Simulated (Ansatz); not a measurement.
GaH₆N (`[NH3+][GaH3-]`), relaxed with RKS PBE-D4/def2-SVP in Ansatz 0.2.0 from a rough embedded geometry. The force threshold is 0.03 eV/Å; the program also tests the step.

Total charge 0; spin multiplicity 1.

Start:

```xyz
8

N     0.627    0.459   -0.640
Ga   -0.545   -0.370    0.588
H     0.712   -0.154   -1.550
H     1.561    0.442   -0.282
H     0.378    1.402   -0.892
H    -0.087   -1.891    0.906
H    -2.055   -0.385   -0.051
H    -0.592    0.497    1.921
```

Task: By how much does the energy fall, and how many steps does the optimiser take? (Estimate.)

Result: Ansatz gave: 65.45 kJ/mol, in 4 steps.

Task: Which bonds change most? (Estimate.)

Result: Computed: N1–Ga2 from 1.890 to 2.170 Å; N1–H3 from 1.101 to 1.029 Å; Ga2–H7 from 1.640 to 1.591 Å; Ga2–H6 from 1.620 to 1.591 Å.

Task: Give the relaxed structure. (Estimate.)

Result: Computed: 
```xyz
8

N     0.655    0.426   -0.669
Ga   -0.727   -0.472    0.742
H     0.706   -0.118   -1.541
H     1.607    0.478   -0.282
H     0.371    1.383   -0.919
H    -0.032   -1.898    0.861
H    -2.051   -0.356   -0.132
H    -0.529    0.557    1.940
```
